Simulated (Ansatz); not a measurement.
All values below come from PBE-D3(BJ)/def2-SVP run with Ansatz (a program for electronic structure). No frequencies were computed at this level.

Ansatz 0.2 input:
```yaml
crystal:
  periodic: [false, false, false]
  atoms:
    - { symbol: C, position_ang: [-1.194021, -0.117328, 0.094932] }
    - { symbol: N, position_ang: [-0.070614, -0.070484, -0.743411] }
    - { symbol: C, position_ang: [1.187291, 0.119082, -0.152992] }
    - { symbol: H, position_ang: [-0.993166, 0.111392, 1.152612] }
    - { symbol: H, position_ang: [-1.953129, 0.570668, -0.29498] }
    - { symbol: H, position_ang: [-1.644048, -1.117378, 0.027796] }
    - { symbol: H, position_ang: [1.669448, 0.985261, -0.623033] }
    - { symbol: H, position_ang: [1.826453, -0.738821, -0.399594] }
    - { symbol: H, position_ang: [1.171786, 0.257607, 0.93867] }
basis:
  gaussian: { orbitals: def2-svp }
hamiltonian:
  xc: pbe
  dispersion: d3bj
relax:
  max_steps: 150
magnetization:
  spin_polarized: true
  initial_magnetization: 1
```

Output:

```
Functional definition: PBE
836 factors; their error is unknown
mean field evaluation 1: about -3644.6891 eV, gradient 3.8e1 eV
mean field evaluation 2: about -3636.0900 eV, gradient 5.4e1 eV
mean field evaluation 4: about -3652.1931 eV, gradient 3.7e0 eV
mean field evaluation 8: about -3652.2079 eV, gradient 3.7e-2 eV
mean field evaluation 16: about -3652.2080 eV, gradient 3.7e-5 eV
mean field -3652.20795116 eV, -134.2161666497 hartree, gradient 3.7e-5 eV, S^2 0.752778; 0 other end points of the search recorded, 0 dependent functions left out
reference -3652.20797879 eV, -134.2161676649 hartree; 13, 12 occupied and 59, 60 virtual orbitals, 836 factors
relax step   1: F+E_penalty+E_count = -3652.33042082 eV  Δ(F+E_penalty+E_count) = +0.000e0 eV  max|allowed force component| = 1.130e0 eV/Å  Δτ_max = 0.0000 Å  (28 SCF iters, accepted)
these checks for a lower state are left out or cut short: starts, cluster_reference, orbital_swaps, neighbouring_geometries, increment
836 factors; their error is unknown
mean field -3652.27536386 eV, -134.2186440207 hartree, gradient 2.0e-5 eV, S^2 0.752868; 0 other end points of the search recorded, 0 dependent functions left out
reference -3652.27539147 eV, -134.2186450355 hartree; 13, 12 occupied and 59, 60 virtual orbitals, 836 factors
relax step   2: F+E_penalty+E_count = -3652.39694859 eV  Δ(F+E_penalty+E_count) = -6.653e-2 eV  max|allowed force component| = 4.514e-1 eV/Å  Δτ_max = 0.0353 Å  (30 SCF iters, accepted)
these checks for a lower state are left out or cut short: starts, cluster_reference, orbital_swaps, neighbouring_geometries, increment
836 factors; their error is unknown
mean field -3652.28361748 eV, -134.2189473357 hartree, gradient 2.0e-5 eV, S^2 0.752903; 0 other end points of the search recorded, 0 dependent functions left out
reference -3652.28364505 eV, -134.2189483487 hartree; 13, 12 occupied and 59, 60 virtual orbitals, 836 factors
relax step   3: F+E_penalty+E_count = -3652.40502270 eV  Δ(F+E_penalty+E_count) = -8.074e-3 eV  max|allowed force component| = 6.763e-2 eV/Å  Δτ_max = 0.0215 Å  (31 SCF iters, accepted)
these checks for a lower state are left out or cut short: starts, cluster_reference, orbital_swaps, neighbouring_geometries, increment
836 factors; their error is unknown
mean field evaluation 32: about -3652.3251 eV, gradient 9.7e-4 eV
mean field -3652.28394335 eV, -134.2189593111 hartree, gradient 1.8e-5 eV, S^2 0.752902; 0 other end points of the search recorded, 0 dependent functions left out
reference -3652.28397092 eV, -134.2189603243 hartree; 13, 12 occupied and 59, 60 virtual orbitals, 836 factors
relax step   4: F+E_penalty+E_count = -3652.40534314 eV  Δ(F+E_penalty+E_count) = -3.204e-4 eV  max|allowed force component| = 2.451e-2 eV/Å  Δτ_max = 0.0071 Å  (32 SCF iters, accepted)
these checks for a lower state are left out or cut short: starts, cluster_reference, orbital_swaps, neighbouring_geometries, increment
836 factors; their error is unknown
mean field -3652.28733624 eV, -134.2190839975 hartree, gradient 2.2e-5 eV, S^2 0.752873; 0 other end points of the search recorded, 0 dependent functions left out
reference -3652.28736379 eV, -134.2190850101 hartree; 13, 12 occupied and 59, 60 virtual orbitals, 836 factors
relax step   5: F+E_penalty+E_count = -3652.40897849 eV  Δ(F+E_penalty+E_count) = -3.635e-3 eV  max|allowed force component| = 7.863e-2 eV/Å  Δτ_max = 0.0908 Å  (31 SCF iters, accepted)
these checks for a lower state are left out or cut short: starts, cluster_reference, orbital_swaps, neighbouring_geometries, increment
836 factors; their error is unknown
mean field -3652.30095270 eV, -134.2195843934 hartree, gradient 7.4e-6 eV, S^2 0.752850; 0 other end points of the search recorded, 0 dependent functions left out
reference -3652.30098027 eV, -134.2195854065 hartree; 13, 12 occupied and 59, 60 virtual orbitals, 836 factors
relax step   6: F+E_penalty+E_count = -3652.42304854 eV  Δ(F+E_penalty+E_count) = -1.407e-2 eV  max|allowed force component| = 1.435e-1 eV/Å  Δτ_max = 0.1999 Å  (35 SCF iters, accepted)
these checks for a lower state are left out or cut short: starts, cluster_reference, orbital_swaps, neighbouring_geometries, increment
836 factors; their error is unknown
mean field -3652.26667641 eV, -134.2183247628 hartree, gradient 7.5e-6 eV, S^2 0.752912; 0 other end points of the search recorded, 0 dependent functions left out
reference -3652.26670349 eV, -134.2183257579 hartree; 13, 12 occupied and 59, 60 virtual orbitals, 836 factors
relax step   7: F+E_penalty+E_count = -3652.38934033 eV  Δ(F+E_penalty+E_count) = +3.371e-2 eV  max|allowed force component| = 7.406e-1 eV/Å  Δτ_max = 0.1895 Å  (35 SCF iters, rejected (line search))
these checks for a lower state are left out or cut short: starts, cluster_reference, orbital_swaps, neighbouring_geometries, increment
836 factors; their error is unknown
mean field evaluation 64: about -3652.3105 eV, gradient 3.3e-3 eV
mean field -3652.31049443 eV, -134.2199350452 hartree, gradient 2.3e-5 eV, S^2 0.752823; 0 other end points of the search recorded, 0 dependent functions left out
reference -3652.31052182 eV, -134.2199360518 hartree; 13, 12 occupied and 59, 60 virtual orbitals, 836 factors
relax step   8: F+E_penalty+E_count = -3652.43324536 eV  Δ(F+E_penalty+E_count) = -1.020e-2 eV  max|allowed force component| = 7.126e-2 eV/Å  Δτ_max = 0.0947 Å  (31 SCF iters, accepted)
these checks for a lower state are left out or cut short: starts, cluster_reference, orbital_swaps, neighbouring_geometries, increment
836 factors; their error is unknown
mean field -3652.31623852 eV, -134.2201461369 hartree, gradient 2.6e-5 eV, S^2 0.752789; 0 other end points of the search recorded, 0 dependent functions left out
reference -3652.31626547 eV, -134.2201471273 hartree; 13, 12 occupied and 59, 60 virtual orbitals, 836 factors
relax step   9: F+E_penalty+E_count = -3652.43962504 eV  Δ(F+E_penalty+E_count) = -6.380e-3 eV  max|allowed force component| = 1.663e-1 eV/Å  Δτ_max = 0.1000 Å  (31 SCF iters, accepted)
these checks for a lower state are left out or cut short: starts, cluster_reference, orbital_swaps, neighbouring_geometries, increment
836 factors; their error is unknown
mean field -3652.31626822 eV, -134.2201472281 hartree, gradient 4.0e-5 eV, S^2 0.752800; 0 other end points of the search recorded, 0 dependent functions left out
reference -3652.31629496 eV, -134.2201482108 hartree; 13, 12 occupied and 59, 60 virtual orbitals, 836 factors
relax step  10: F+E_penalty+E_count = -3652.43997993 eV  Δ(F+E_penalty+E_count) = -3.549e-4 eV  max|allowed force component| = 2.728e-1 eV/Å  Δτ_max = 0.1206 Å  (30 SCF iters, accepted)
these checks for a lower state are left out or cut short: starts, cluster_reference, orbital_swaps, neighbouring_geometries, increment
836 factors; their error is unknown
mean field -3652.32164119 eV, -134.2203446812 hartree, gradient 2.9e-5 eV, S^2 0.752758; 0 other end points of the search recorded, 0 dependent functions left out
reference -3652.32166802 eV, -134.2203456671 hartree; 13, 12 occupied and 59, 60 virtual orbitals, 836 factors
relax step  11: F+E_penalty+E_count = -3652.44520906 eV  Δ(F+E_penalty+E_count) = -5.229e-3 eV  max|allowed force component| = 1.083e-1 eV/Å  Δτ_max = 0.0492 Å  (30 SCF iters, accepted)
these checks for a lower state are left out or cut short: starts, cluster_reference, orbital_swaps, neighbouring_geometries, increment
836 factors; their error is unknown
mean field -3652.32262990 eV, -134.2203810156 hartree, gradient 2.1e-5 eV, S^2 0.752763; 0 other end points of the search recorded, 0 dependent functions left out
reference -3652.32265673 eV, -134.2203820018 hartree; 13, 12 occupied and 59, 60 virtual orbitals, 836 factors
relax step  12: F+E_penalty+E_count = -3652.44641825 eV  Δ(F+E_penalty+E_count) = -1.209e-3 eV  max|allowed force component| = 1.146e-2 eV/Å  Δτ_max = 0.0205 Å  (31 SCF iters, accepted)
these checks for a lower state are left out or cut short: starts, cluster_reference, orbital_swaps, neighbouring_geometries, increment
836 factors; their error is unknown
mean field evaluation 96: about -3652.3761 eV, gradient 4.0e-1 eV
mean field -3652.32264619 eV, -134.2203816142 hartree, gradient 2.1e-5 eV, S^2 0.752764; 0 other end points of the search recorded, 0 dependent functions left out
reference -3652.32267304 eV, -134.2203826008 hartree; 13, 12 occupied and 59, 60 virtual orbitals, 836 factors
relax step  13: F+E_penalty+E_count = -3652.44646622 eV  Δ(F+E_penalty+E_count) = -4.797e-5 eV  max|allowed force component| = 4.076e-3 eV/Å  Δτ_max = 0.0090 Å  (31 SCF iters, accepted)
836 factors; their error is unknown
mean field -3652.32264619 eV, -134.2203816142 hartree, gradient 2.7e-5 eV, S^2 0.752764; 1 other end points of the search recorded, 0 dependent functions left out
reference -3652.32267304 eV, -134.2203826008 hartree; 13, 12 occupied and 59, 60 virtual orbitals, 836 factors
Total energy: -3652.44649307 eV, -134.2249329032 hartree
Atom 0 at    -1.186873    -0.074986     0.065981 Å, force     0.003994    -0.000656     0.000371 eV/Å
Atom 1 at    -0.126111     0.574573    -0.640613 Å, force     0.000367     0.000098     0.001637 eV/Å
Atom 2 at     1.165409     0.174280    -0.173470 Å, force    -0.004076    -0.000970     0.000666 eV/Å
Atom 3 at    -1.140199     0.120866     1.169208 Å, force    -0.000385     0.000103    -0.000432 eV/Å
Atom 4 at    -2.178865     0.254595    -0.303616 Å, force    -0.001753     0.000209    -0.000605 eV/Å
Atom 5 at    -1.131606    -1.191020    -0.030102 Å, force     0.000547     0.000332    -0.000286 eV/Å
Atom 6 at     1.973253     0.699505    -0.721941 Å, force     0.001648     0.000089    -0.000664 eV/Å
Atom 7 at     1.326854    -0.929661    -0.287874 Å, force    -0.000632     0.000346     0.000066 eV/Å
Atom 8 at     1.298139     0.371848     0.922426 Å, force     0.000291     0.000449    -0.000752 eV/Å
Dipole moment:     0.051281    -0.234755     0.259239 e Å
```

Cost: roughly 25 core-seconds.
